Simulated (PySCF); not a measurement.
Isomers of C5H8OS. The calculation used TDDFT PBE0/def2-SVPD, vertical, gas phase, core orbitals frozen in the response in PySCF 2.14.0, density-fitted response routines. Geometries: PBE0-D3(BJ)/def2-SVP; one conformer of each isolated species. Triplets are in the Tamm–Dancoff approximation.

A. `CC(=S)C1COC1`
B. `C=CCOC(C)=S`
C. `C1CSCCC1=O`

Lowest singlet levels (six at most, fewer where fewer were computed) with oscillator strengths:

1. 361 nm (f 0.000); 228 nm (f 0.028); 215 nm (f 0.185); 211 nm (f 0.088); 201 nm (f 0.044); 192 nm (f 0.002); T1 3.04 eV
2. 289 nm (f 0.000); 257 nm (f 0.006); 224 nm (f 0.000); 194 nm (f 0.053); 188 nm (f 0.030); 183 nm (f 0.004); T1 3.69 eV
3. 491 nm (f 0.000); 272 nm (f 0.006); 222 nm (f 0.299); 212 nm (f 0.028); 211 nm (f 0.016); 192 nm (f 0.014)

Question: Which spectrum belongs to which structure?

Answer: 1 = B, 2 = C, 3 = A.
- A: S1 at 2.53 eV, HOMO→LUMO (100%); S1 has the pattern of n→π* at C=S; HOMO -6.46 and LUMO -2.17 eV.
- B: S1 at 3.43 eV, HOMO→LUMO (100%); S1 has the pattern of n→π* at C=S; HOMO -6.56 and LUMO -1.36 eV.
- C: S1 at 4.29 eV, HOMO-1→LUMO (96%); S1 has the pattern of n→π* at C=O; HOMO -6.77 and LUMO -0.83 eV; point group Cs, 2 of its 6 listed states under f = 0.0005.
